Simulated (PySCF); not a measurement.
ZnF, SMILES [F][Zn] (connectivity only; charge and spin as stated), neutral, multiplicity 2. Geometry optimised at r2SCAN-D4/def2-TZVPD. The multiplicity is an assumed one; other spin states were not compared.

These are PySCF with r2SCAN-D4/def2-TZVPD values and carry that method's errors.

Harmonic wavenumbers (cm⁻¹): 599. Rotational constants (GHz): 10.80 (linear); symmetry number 1.

### Question
Work out the zero-point energy and the ideal-gas rigid-rotor harmonic-oscillator thermochemistry at 298.15 K and 1 atm.

### Answer
ZPE = ½ Σ hcν = ½ × 599 cm⁻¹ = 3.58 kJ/mol. H − E(el) = 12.68 kJ/mol. Entropy in J/(mol K): translation 164.06, rotation 61.15, vibration 1.89, spin 5.76, total 232.86. G − E(el) = -56.75 kJ/mol. Cp = 33.42 J/(mol K).
